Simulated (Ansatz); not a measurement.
The cluster Mg₂F₂⁺. The state is a quartet with charge 1. Geometry r2SCAN-D4/def2-TZVP; atoms count from 1.

```xyz
4

Mg   -0.3081   -1.1528   -1.4540
Mg    0.3081    1.1528    1.4540
F    -0.4255    0.7233   -0.4833
F     0.4255   -0.7233    0.4833
```

In the quartet, F3 and F4 lie 1.94 Å apart (atoms count from 1), so these atoms are partly bonded to each other. At PBE0-D4/def2-TZVP a doublet of charge 1 lies 5.14 eV below the quartet, each at its own geometry. The structure comes from a short search, and lower isomers may exist.

Problem. Estimate the Mulliken populations from the PBE0/def2-TZVP orbitals of Ansatz.

Solution. 
```tsv
atom	charge (e)	spin (α − β)
Mg1	0.79	0.99
Mg2	0.79	0.99
F3	-0.29	0.51
F4	-0.29	0.51
```
Mulliken values depend strongly on the basis.

Problem. Where does the spin sit?

Solution. Summed by element: Mg 1.99, F 1.01, of 3 unpaired in all. Largest on single atoms: Mg1 0.99, Mg2 0.99, F3 0.51.

Problem. And the Mayer bond orders between heavy atoms (over 0.3)?

Solution. F3–F4 0.44 (1.94 Å).
